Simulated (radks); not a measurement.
The chlorine anion Cl-, [Ar], held by a Watson sphere: a shell of charge +1 at radius R that stands for the Madelung well of a crystal (potential energy -1/R inside, -1/r outside, in hartree with lengths in bohr). Method: non-relativistic Kohn-Sham, LDA (Slater exchange, VWN5 correlation), spin-unpolarised, spherical densities, point nucleus; computed with a radial shooting solver on a logarithmic mesh with Libxc functionals. Response by self-consistent Sternheimer equations with the Hartree and adiabatic LDA kernel. The sphere does not respond.

[
 {"R (bohr)": "1.88", "e(2p) (eV)": "-189.68", "e(3s) (eV)": "-20.994", "e(3p) (eV)": "-9.337", "<r> 3p (bohr)": "1.856", "sum of <r^2> (bohr^2)": "32.23", "X-ray form factor at sin(theta)/lambda = 0.2 1/angstrom": "12.250", "alpha (bohr^3)": "16.96"},
 {"R (bohr)": "1.98", "e(2p) (eV)": "-189.63", "e(3s) (eV)": "-20.790", "e(3p) (eV)": "-9.192", "<r> 3p (bohr)": "1.870", "sum of <r^2> (bohr^2)": "32.65", "X-ray form factor at sin(theta)/lambda = 0.2 1/angstrom": "12.219", "alpha (bohr^3)": "17.54"},
 {"R (bohr)": "2.04", "e(2p) (eV)": "-189.60", "e(3s) (eV)": "-20.668", "e(3p) (eV)": "-9.102", "<r> 3p (bohr)": "1.877", "sum of <r^2> (bohr^2)": "32.89", "X-ray form factor at sin(theta)/lambda = 0.2 1/angstrom": "12.202", "alpha (bohr^3)": "17.90"},
 {"R (bohr)": "2.37", "e(2p) (eV)": "-189.41", "e(3s) (eV)": "-20.019", "e(3p) (eV)": "-8.582", "<r> 3p (bohr)": "1.915", "sum of <r^2> (bohr^2)": "34.15", "X-ray form factor at sin(theta)/lambda = 0.2 1/angstrom": "12.123", "alpha (bohr^3)": "20.02"},
 {"R (bohr)": "2.85", "e(2p) (eV)": "-189.00", "e(3s) (eV)": "-19.155", "e(3p) (eV)": "-7.811", "<r> 3p (bohr)": "1.959", "sum of <r^2> (bohr^2)": "35.68", "X-ray form factor at sin(theta)/lambda = 0.2 1/angstrom": "12.054", "alpha (bohr^3)": "23.38"},
 {"R (bohr)": "3.47", "e(2p) (eV)": "-188.33", "e(3s) (eV)": "-18.193", "e(3p) (eV)": "-6.888", "<r> 3p (bohr)": "1.999", "sum of <r^2> (bohr^2)": "37.16", "X-ray form factor at sin(theta)/lambda = 0.2 1/angstrom": "12.014", "alpha (bohr^3)": "27.79"},
 {"R (bohr)": "4.27", "e(2p) (eV)": "-187.48", "e(3s) (eV)": "-17.186", "e(3p) (eV)": "-5.885", "<r> 3p (bohr)": "2.029", "sum of <r^2> (bohr^2)": "38.43", "X-ray form factor at sin(theta)/lambda = 0.2 1/angstrom": "11.997", "alpha (bohr^3)": "33.03"}
]
